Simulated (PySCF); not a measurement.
C2H6F2Ge.

```xyz
11

C      1.6787     0.0000     0.9814
Ge     0.0000     0.0000     0.0133
C     -1.6787     0.0000     0.9814
F      0.0000    -1.3727    -1.0663
F      0.0000     1.3727    -1.0663
H      1.7484     0.8961     1.6154
H      2.5127     0.0000     0.2651
H      1.7484    -0.8961     1.6154
H     -2.5127     0.0000     0.2651
H     -1.7484     0.8961     1.6154
H     -1.7484    -0.8961     1.6154
```

Coordinates come from a B3LYP-D3(BJ)/def2-SVP optimisation.

All values below come from B3LYP/pcSseg-1 (PySCF). Non-relativistic, no solvent.

Computed absolute GIAO shielding of each atom: isotropic value and principal components (ppm):
```json
[
 {"atom": "C1", "σ(iso)": "177.1", "σ11": "167.6", "σ22": "173.0", "σ33": "190.6", "span": "23.0"},
 {"atom": "Ge2", "σ(iso)": "1168.3", "σ11": "1058.5", "σ22": "1090.4", "σ33": "1356.0", "span": "297.4"},
 {"atom": "C3", "σ(iso)": "177.1", "σ11": "167.6", "σ22": "173.0", "σ33": "190.6", "span": "23.0"},
 {"atom": "F4", "σ(iso)": "326.1", "σ11": "242.3", "σ22": "367.5", "σ33": "368.4", "span": "126.0"},
 {"atom": "F5", "σ(iso)": "326.1", "σ11": "242.3", "σ22": "367.5", "σ33": "368.4", "span": "126.0"},
 {"atom": "H6", "σ(iso)": "30.8", "σ11": "26.2", "σ22": "28.1", "σ33": "38.0", "span": "11.8"},
 {"atom": "H7", "σ(iso)": "30.5", "σ11": "25.7", "σ22": "27.6", "σ33": "38.0", "span": "12.2"},
 {"atom": "H8", "σ(iso)": "30.8", "σ11": "26.2", "σ22": "28.1", "σ33": "38.0", "span": "11.8"},
 {"atom": "H9", "σ(iso)": "30.5", "σ11": "25.7", "σ22": "27.6", "σ33": "38.0", "span": "12.2"},
 {"atom": "H10", "σ(iso)": "30.8", "σ11": "26.2", "σ22": "28.1", "σ33": "38.0", "span": "11.8"},
 {"atom": "H11", "σ(iso)": "30.8", "σ11": "26.2", "σ22": "28.1", "σ33": "38.0", "span": "11.8"}
]
```
